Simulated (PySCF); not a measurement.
Isomers of C6H10F2, one GFN2-xTB conformer each. Single-point energies are computed at PBE0/pcSseg-1 (PySCF, gas phase, no added dispersion term), electronic only.

Question: Rank them by PBE0/pcSseg-1 energy, lowest first (kcal/mol).
A. `[CH3:1][CH2:2]/[C:3]([CH3:4])=[CH:5]/[CH:6]([F:7])[F:8]` with C1–C2–C3–C4 -69°, C3–C5–C6–F7 69°
B. `[CH2:1]=[C:2]([CH3:3])[CH2:4][C:5]([CH3:6])([F:7])[F:8]` with C1–C2–C4–C5 -100°, C2–C4–C5–C6 53°

Answer: B (0.0), A (7.6).

GFN2-xTB itself gives, in the same order: 0.0, 3.7. Both levels put the same isomer lowest.

Question: Which frontier levels, dipoles and rotational constants go with these structures?

Answer: 
```
         SMILES  HOMO (eV, PBE0/pcSseg-1)  LUMO (eV)  dipole (D)      A, B, C (MHz)
C=C(C)CC(C)(F)F                     -7.46       0.14        2.00   3213, 1409, 1254
CC/C(C)=C/C(F)F                     -7.50      -0.21        2.97  3856, 1009, 931.9
```
